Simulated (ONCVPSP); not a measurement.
# u(r) = r·R(r): atom against pseudo-atom (technetium (Tc))

Columns: radius, all-electron u(r) and pseudo u(r) of the 4s shell (level -99.59 eV) of technetium in the configuration [Ar] 3d10 4s2 4p6 4d4; PW91, non-relativistic, ONCV scheme, ONCVPSP 4.0.1.

| r (bohr) | all-electron | pseudo |
| --- | --- | --- |
| 0.088 | 0.3626 | 0.1338 |
| 0.175 | 0.0434 | 0.2641 |
| 0.262 | -0.4998 | 0.3907 |
| 0.350 | -0.5947 | 0.5132 |
| 0.438 | -0.3288 | 0.6279 |
| 0.525 | 0.0698 | 0.7312 |
| 0.612 | 0.4568 | 0.8213 |
| 0.700 | 0.7661 | 0.8952 |
| 0.788 | 0.9743 | 0.9491 |
| 0.875 | 1.0874 | 0.9806 |
| 0.962 | 1.1249 | 0.9902 |
| 1.050 | 1.1058 | 0.9785 |
| 1.138 | 1.0480 | 0.9470 |
| 1.225 | 0.9676 | 0.8984 |
| 1.312 | 0.8756 | 0.8352 |
| 1.400 | 0.7789 | 0.7597 |
| 1.487 | 0.6850 | 0.6781 |
| 1.575 | 0.5952 | 0.5938 |
| 1.662 | 0.5137 | 0.5136 |
| 1.750 | 0.4393 | 0.4393 |
| 1.838 | 0.3735 | 0.3735 |
| 1.925 | 0.3164 | 0.3164 |
| 2.012 | 0.2668 | 0.2668 |
| 2.100 | 0.2237 | 0.2237 |
| 2.188 | 0.1868 | 0.1868 |
| 2.275 | 0.1559 | 0.1559 |

(1) How many radial nodes do the two functions have?

(2) At about which radius was the pseudo-wave matched?

(3) Where does each function peak?

(4) Is the pseudo-wave norm-conserving?

Answers

(1) The all-electron 4s function has n − l − 1 = 3 (the table is too coarse to show those close to the nucleus); the pseudo-wave has 0, since the states of the same l below it are removed with the core.

(2) 1.75 bohr. The columns agree to 0.0005 from 1.66 bohr on; several derivatives are matched, so the curves merge somewhat inside the radius.

(3) Outermost all-electron maximum near 0.96 bohr, pseudo maximum near 0.96 bohr (to the table’s step).

(4) Yes: the ONCV scheme keeps the norm inside the radius equal to the all-electron one, which fixes the energy derivative of the logarithmic derivative at the level.
